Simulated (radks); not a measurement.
The numbers below are computed, except where a source is named.
Q: Species: Pr IV. Configuration: [Xe] 4f2. Code: a radial shooting solver on a logarithmic mesh with Libxc functionals. Model: scalar-relativistic Kohn-Sham, Wu-Cohen GGA, spin-unpolarised, spherical densities, point nucleus. Some entries of the table are withheld. Estimate them.

orbital,occ.,eigenvalue (hartree),r(max) (bohr),<r> (bohr)
1s,2,-1537.693,0.01542,0.02410
2s,2,-248.3144,0.08726,0.1031
2p,6,-222.3275,0.07027,0.09055
3s,2,-54.47163,0.2491,0.2724
3p,6,-46.24101,0.2439,0.2705
3d,10,(1),(2),0.2476
4s,2,-11.71981,0.5785,0.6214
4p,6,-9.02441,0.6037,0.6577
4d,10,-5.16688,0.6340,0.7230
5s,2,-2.41246,1.333,1.467
5p,6,-1.72910,1.497,1.677
4f,2,-1.09693,0.6764,1.012

A: 
(1) 3d eigenvalue (hartree): -34.67457
(2) 3d r(max) (bohr): 0.2005
